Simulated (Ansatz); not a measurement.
Geometry optimisation of Li4O2⁻.

```yaml
crystal:
  periodic: [false, false, false]
  atoms:
    - {symbol: Li, position_ang: [-0.326990, -0.155230, -2.559440]}
    - {symbol: Li, position_ang: [-0.135430, 1.251030, 0.347260]}
    - {symbol: Li, position_ang: [0.246270, -1.326370, 2.163210]}
    - {symbol: Li, position_ang: [0.310890, -0.862140, -0.282970]}
    - {symbol: O, position_ang: [0.087770, 0.190710, 1.699220]}
    - {symbol: O, position_ang: [-0.182520, 0.902000, -1.367280]}
basis:
  gaussian: {orbitals: def2-TZVPD}
total_charge: -1
magnetization: {spin_polarized: true, initial_magnetization: 1}
hamiltonian: {xc: r2scan, dispersion: d4}
scf: {lower_state_search: "off"}
output: {orbitals: {seedname: orbitals}}
relax: {f_tol: 0.02, max_steps: 100}
```

```sh
$ ansatz run in.yaml --threads 4 --pin off --events-out ev --progress --plain --max-ram 3916MiB
```

Shortened log:

```
Functional definition: r2SCAN
mean field -4915.36514552 eV, -180.6363373437 hartree, gradient 2.1e-6 eV, S^2 0.753214; 0 other end points of the search recorded, 0 dependent functions left out
relax step   1: F+E_penalty+E_count = -4915.38253460 eV  Δ(F+E_penalty+E_count) = +0.000e0 eV  max|allowed force component| = 1.458e0 eV/Å  Δτ_max = 0.0000 Å  (23 SCF iters, accepted)
mean field -4915.94648929 eV, -180.6577013331 hartree, gradient 3.3e-6 eV, S^2 0.752026; 0 other end points of the search recorded, 0 dependent functions left out
relax step   2: F+E_penalty+E_count = -4915.96368061 eV  Δ(F+E_penalty+E_count) = -5.811e-1 eV  max|allowed force component| = 9.551e-1 eV/Å  Δτ_max = 0.1942 Å  (27 SCF iters, accepted)
mean field -4916.30122992 eV, -180.6707378109 hartree, gradient 8.4e-6 eV, S^2 0.751414; 0 other end points of the search recorded, 0 dependent functions left out
relax step   3: F+E_penalty+E_count = -4916.31893279 eV  Δ(F+E_penalty+E_count) = -3.553e-1 eV  max|allowed force component| = 4.494e-1 eV/Å  Δτ_max = 0.1950 Å  (26 SCF iters, accepted)
mean field -4916.39214773 eV, -180.6740789789 hartree, gradient 2.2e-6 eV, S^2 0.751294; 0 other end points of the search recorded, 0 dependent functions left out
relax step   4: F+E_penalty+E_count = -4916.40968663 eV  Δ(F+E_penalty+E_count) = -9.075e-2 eV  max|allowed force component| = 2.407e-1 eV/Å  Δτ_max = 0.1940 Å  (25 SCF iters, accepted)
mean field -4916.45567042 eV, -180.6764133947 hartree, gradient 4.0e-6 eV, S^2 0.751149; 0 other end points of the search recorded, 0 dependent functions left out
relax step   5: F+E_penalty+E_count = -4916.47304452 eV  Δ(F+E_penalty+E_count) = -6.336e-2 eV  max|allowed force component| = 1.162e-1 eV/Å  Δτ_max = 0.2000 Å  (25 SCF iters, accepted)
mean field -4916.48916491 eV, -180.6776442943 hartree, gradient 2.4e-6 eV, S^2 0.751023; 0 other end points of the search recorded, 0 dependent functions left out
relax step   6: F+E_penalty+E_count = -4916.50653067 eV  Δ(F+E_penalty+E_count) = -3.349e-2 eV  max|allowed force component| = 6.079e-2 eV/Å  Δτ_max = 0.2000 Å  (26 SCF iters, accepted)
mean field -4916.49485439 eV, -180.6778533791 hartree, gradient 1.3e-6 eV, S^2 0.750964; 0 other end points of the search recorded, 0 dependent functions left out
relax step   7: F+E_penalty+E_count = -4916.51224442 eV  Δ(F+E_penalty+E_count) = -5.714e-3 eV  max|allowed force component| = 1.439e-1 eV/Å  Δτ_max = 0.1543 Å  (25 SCF iters, accepted)
mean field -4916.49412600 eV, -180.6778266111 hartree, gradient 1.1e-6 eV, S^2 0.751012; 0 other end points of the search recorded, 0 dependent functions left out
relax step   8: F+E_penalty+E_count = -4916.51146019 eV  Δ(F+E_penalty+E_count) = +7.842e-4 eV  max|allowed force component| = 1.869e-1 eV/Å  Δτ_max = 0.1245 Å  (25 SCF iters, rejected (line search))
mean field -4916.49937512 eV, -180.6780195126 hartree, gradient 1.3e-6 eV, S^2 0.750965; 0 other end points of the search recorded, 0 dependent functions left out
relax step   9: F+E_penalty+E_count = -4916.51672283 eV  Δ(F+E_penalty+E_count) = -4.478e-3 eV  max|allowed force component| = 8.078e-3 eV/Å  Δτ_max = 0.0622 Å  (25 SCF iters, accepted)
mean field -4916.49944822 eV, -180.6780221990 hartree, gradient 7.5e-6 eV, S^2 0.750981; 0 other end points of the search recorded, 0 dependent functions left out
relax step  10: F+E_penalty+E_count = -4916.51677091 eV  Δ(F+E_penalty+E_count) = -4.808e-5 eV  max|allowed force component| = 8.161e-2 eV/Å  Δτ_max = 0.0624 Å  (20 SCF iters, accepted)
mean field -4916.49993621 eV, -180.6780401323 hartree, gradient 1.7e-6 eV, S^2 0.750968; 0 other end points of the search recorded, 0 dependent functions left out
relax step  11: F+E_penalty+E_count = -4916.51727320 eV  Δ(F+E_penalty+E_count) = -5.023e-4 eV  max|allowed force component| = 2.552e-2 eV/Å  Δτ_max = 0.0151 Å  (23 SCF iters, accepted)
mean field -4916.50036405 eV, -180.6780558552 hartree, gradient 4.3e-6 eV, S^2 0.750955; 0 other end points of the search recorded, 0 dependent functions left out
relax step  12: F+E_penalty+E_count = -4916.51770321 eV  Δ(F+E_penalty+E_count) = -4.300e-4 eV  max|allowed force component| = 2.971e-3 eV/Å  Δτ_max = 0.0324 Å  (20 SCF iters, accepted)
mean field -4916.50054368 eV, -180.6780624565 hartree, gradient 2.9e-6 eV, S^2 0.750964; 0 other end points of the search recorded, 0 dependent functions left out
relax step  13: F+E_penalty+E_count = -4916.51786902 eV  Δ(F+E_penalty+E_count) = -1.658e-4 eV  max|allowed force component| = 4.755e-2 eV/Å  Δτ_max = 0.0761 Å  (22 SCF iters, accepted)
mean field -4916.50003473 eV, -180.6780437531 hartree, gradient 3.1e-6 eV, S^2 0.750963; 0 other end points of the search recorded, 0 dependent functions left out
relax step  14: F+E_penalty+E_count = -4916.51736095 eV  Δ(F+E_penalty+E_count) = +5.081e-4 eV  max|allowed force component| = 4.667e-2 eV/Å  Δτ_max = 0.0453 Å  (20 SCF iters, rejected (line search))
mean field -4916.50076143 eV, -180.6780704588 hartree, gradient 2.2e-6 eV, S^2 0.750950; 0 other end points of the search recorded, 0 dependent functions left out
relax step  15: F+E_penalty+E_count = -4916.51810030 eV  Δ(F+E_penalty+E_count) = -2.313e-4 eV  max|allowed force component| = 7.078e-3 eV/Å  Δτ_max = 0.0118 Å  (22 SCF iters, accepted)
Total energy: -4916.51817667 eV, -180.6787104568 hartree
Atom 0 at    -0.375582     0.725299    -3.002068 Å, force    -0.000430     0.002892    -0.006850 eV/Å
Atom 1 at    -0.489503     0.859059     0.270473 Å, force    -0.003354     0.001245     0.000721 eV/Å
Atom 2 at     0.312317    -0.772446     2.997581 Å, force     0.001038    -0.000382     0.007078 eV/Å
Atom 3 at     0.523332    -0.834221    -0.268135 Å, force    -0.000689    -0.003005    -0.001184 eV/Å
Atom 4 at     0.175672    -0.341167     1.411517 Å, force     0.001344     0.000491    -0.003551 eV/Å
Atom 5 at    -0.146246     0.363477    -1.409367 Å, force     0.002091    -0.001242     0.003787 eV/Å
Dipole moment:     0.027455     0.021638     0.002145 e Å
Checks for a lower state left out: stability, starts, cluster_reference, orbital_swaps, neighbouring_geometries, increment
```

Run time 37 s (4 threads of Arm Neoverse V2 on a shared host).

The highest occupied level of the charge -1 doublet lies above zero (up to 0.82 eV). The electron is either unbound and held by the finite basis, or the level is raised by self-interaction error. The gap within one spin of the charge -1 doublet nearly closes, so an electron or hole may be smeared out by delocalisation error. The structure comes from a short search, and lower isomers may exist.
